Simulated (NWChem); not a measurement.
Molecule: CBrClF₂; SMILES FC(F)(Cl)Br

Program: NWChem. Medium grid unless said otherwise, to which SCAN and Minnesota functionals are sensitive. Structure relaxed at the B3LYP/6-31G* (spherical d) level. Hybrids' shares of exact exchange are those that their runs print; pure functionals count as 0. The functionals differ in more than this share.

```
row             share of exact exchange  orbital gap (eV)
--------------  -----------------------  ----------------
PBE/def2-SVP                       0.00              5.07
SCAN/def2-SVP                      0.00              5.59
B3LYP/def2-SVP                     0.20          withheld
M06/def2-SVP                       0.27              7.50
MPW1K/def2-SVP                     0.43              9.20
```

Question: Fit a straight line of the last column on the one before it, predict the withheld value, and compare with the run.

Answer: 
1. Means of the 4 shown rows: x = 0.175, y = 6.840. Slope Σ(x − x̄)(y − ȳ)/Σ(x − x̄)² = 1.193/0.1353 = 8.817; intercept 5.297.
2. The shown rows scatter about the line by 0.213 (root mean square); the largest residual is +0.29, at SCAN/def2-SVP.
3. At x = 0.20 (B3LYP/def2-SVP; inside the shown range) the line gives 7.06.
4. The run gives 6.93, -0.13 from the line, 0.6 times the scatter.
